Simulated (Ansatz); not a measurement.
The inner images of a band of C3H8STe (13 atoms, charge 0, multiplicity 1) are given out of order.

All numbers below come from RKS PBE0-D4/def2-SVP (Ansatz 0.2.0).

First end point:

```xyz
13
Properties=species:S:1:pos:R:3
C -2.106 0.007 0.228
Te -1.119 -1.259 -1.203
C 0.834 -1.124 -0.262
C 1.213 0.256 0.232
S 1.075 1.501 -1.097
H -3.167 0.039 -0.055
H -1.679 1.017 0.163
H -2.014 -0.405 1.241
H 1.533 -1.471 -1.037
H 0.858 -1.840 0.572
H 0.574 0.551 1.079
H 2.254 0.233 0.594
H 1.765 2.461 -0.439
```

Last end point:

```xyz
13
Properties=species:S:1:pos:R:3
C -2.317 -0.043 0.024
Te -0.994 -1.203 -1.215
C 0.761 -1.033 0.047
C 1.613 0.205 -0.148
S 0.741 1.686 0.463
H -3.332 -0.190 -0.371
H -2.038 1.016 -0.019
H -2.272 -0.417 1.055
H 1.353 -1.931 -0.191
H 0.423 -1.136 1.090
H 2.555 0.089 0.415
H 1.858 0.338 -1.212
H 1.671 2.584 0.076
```

**Question.** Put them in order from the first end to the last, with their energies above the first end.
A.
```xyz
13
Properties=species:S:1:pos:R:3
C -2.237 -0.050 0.170
Te -1.059 -1.113 -1.279
C 0.791 -1.080 -0.153
C 1.464 0.263 0.133
S 0.891 1.625 -0.944
H -3.247 0.051 -0.251
H -1.796 0.944 0.319
H -2.287 -0.613 1.111
H 1.442 -1.732 -0.754
H 0.591 -1.608 0.790
H 1.287 0.556 1.178
H 2.552 0.152 0.003
H 1.627 2.569 -0.309
```
B.
```xyz
13
Properties=species:S:1:pos:R:3
C -2.192 -0.030 0.209
Te -1.088 -1.173 -1.238
C 0.819 -1.098 -0.207
C 1.348 0.269 0.193
S 1.003 1.555 -1.058
H -3.213 0.069 -0.184
H -1.736 0.965 0.299
H -2.222 -0.550 1.175
H 1.496 -1.597 -0.917
H 0.740 -1.738 0.684
H 0.914 0.580 1.154
H 2.439 0.195 0.330
H 1.713 2.517 -0.424
```
C.
```xyz
13
Properties=species:S:1:pos:R:3
C -2.340 -0.134 0.065
Te -0.978 -1.097 -1.297
C 0.730 -0.963 0.038
C 1.647 0.222 -0.181
S 0.735 1.800 -0.088
H -3.323 -0.122 -0.424
H -2.009 0.893 0.262
H -2.402 -0.710 0.998
H 1.285 -1.903 -0.104
H 0.312 -0.969 1.056
H 2.423 0.228 0.603
H 2.148 0.154 -1.159
H 1.795 2.566 0.247
```
D.
```xyz
13
Properties=species:S:1:pos:R:3
C -2.256 -0.075 0.125
Te -1.024 -1.082 -1.322
C 0.761 -1.053 -0.094
C 1.549 0.253 0.061
S 0.793 1.690 -0.785
H -3.258 0.025 -0.313
H -1.828 0.918 0.313
H -2.316 -0.667 1.047
H 1.389 -1.835 -0.546
H 0.437 -1.434 0.884
H 1.637 0.501 1.128
H 2.568 0.119 -0.331
H 1.567 2.605 -0.154
```
E.
```xyz
13
Properties=species:S:1:pos:R:3
C -2.286 -0.110 0.096
Te -0.999 -1.071 -1.337
C 0.732 -1.004 -0.029
C 1.622 0.233 -0.076
S 0.721 1.765 -0.512
H -3.280 -0.010 -0.362
H -1.876 0.881 0.329
H -2.358 -0.727 1.001
H 1.321 -1.897 -0.284
H 0.313 -1.164 0.975
H 2.072 0.378 0.918
H 2.441 0.092 -0.795
H 1.598 2.600 0.091
```

**Answer.** B (+0.043 eV), A (+0.128 eV), D (+0.168 eV), E (+0.099 eV), C (+0.027 eV).

The run took 2.8 min on 2 threads of Intel(R) Xeon(R) Platinum 8488C (Sapphire Rapids), with other jobs on the host, peak memory 0.37 GiB.
